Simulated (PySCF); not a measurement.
CuCl + HF → CuF + HCl

Level: PBE in the def2-TZVP basis family, all electrons, no relativity, computed in PySCF with density fitting; open shells unrestricted.

| species | state and structure | E (Eh) | ZPE (kJ/mol) | H(298 K) − H(0) (kJ/mol) | S° (J/(mol K)) |
| --- | --- | --- | --- | --- | --- |
| CuCl | singlet, C∞v, Cu–Cl 2.067 Å | -2100.33835 | 2.4 | 9.5 | 237.2 |
| HF | singlet, C∞v, H–F 0.932 Å | -100.39132 | 23.8 | 8.7 | 173.9 |
| CuF | singlet, C∞v, Cu–F 1.762 Å | -1740.06927 | 3.5 | 9.1 | 226.6 |
| HCl | singlet, C∞v, H–Cl 1.289 Å | -460.62635 | 17.3 | 8.7 | 186.8 |

What is the electronic reaction energy?

At PBE/def2-TZVP, ΔE = 89.4 kJ/mol from the differences of the total energies times 2625.5, uphill. Ligand exchange with HF takes part in thermal etching.

Add zero-point, thermal and entropy terms for 298.15 K and 1 bar.

ΔZPE = -5.4 and Δ[H(298) − H(0)] = -0.4 kJ/mol give ΔH° = 83.6 kJ/mol. ΔS° = 2.3 J/(mol K), so ΔG° = 83.6 − 298.15 × (0.0023) = 83 kJ/mol and log₁₀K = -14.5.

Each species is the lowest minimum found with this bonding; other isomers or fragments can lie lower.
